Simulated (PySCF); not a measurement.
This script is equivalent to a calculation on Mn (manganese, neutral).

```python
from pyscf import gto, scf, dft, mp, cc
import basis_set_exchange as bse
mol = gto.M(atom="Mn 0 0 0", charge=0, spin=5, symmetry="D2h",
            basis=gto.basis.parse(bse.get_basis("cc-pVDZ", elements=["Mn"], fmt="nwchem", header=False)))
mf = scf.UHF(mol)
mf.irrep_nelec = {'Ag': (6, 4), 'B1g': (1, 0), 'B2g': (1, 0), 'B3g': (1, 0), 'B1u': (2, 2), 'B2u': (2, 2), 'B3u': (2, 2)}
mf.kernel()
```

(1) What total energy does it give?

(2) Which occupied shell lies highest, and where?

(3) What is ⟨S²⟩, and what would a pure spin state give?

## Answers

(1) -1149.86769 hartree (calculated).

(2) 4s β, at -6.153 eV.

(3) 8.771, against 8.75.
